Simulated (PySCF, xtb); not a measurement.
CH2I, SMILES I[CH2], multiplicity 2.

Harmonic wavenumbers (cm⁻¹) from GFN2-xTB (xtb) at its own minimum, in rising order: 251, 694, 880, 1312, 3139, 3205.

### Question
What does PBE-D3(BJ)/def2-TZVP in PySCF give at its own minimum? (An estimate is asked for; the answer gives what the named calculation found.)

### Answer
190, 621, 827, 1309, 3105, 3256. Paired by order, the mean absolute difference is 46 cm⁻¹ and the zero-point energies are 13.6 and 13.3 kcal/mol.
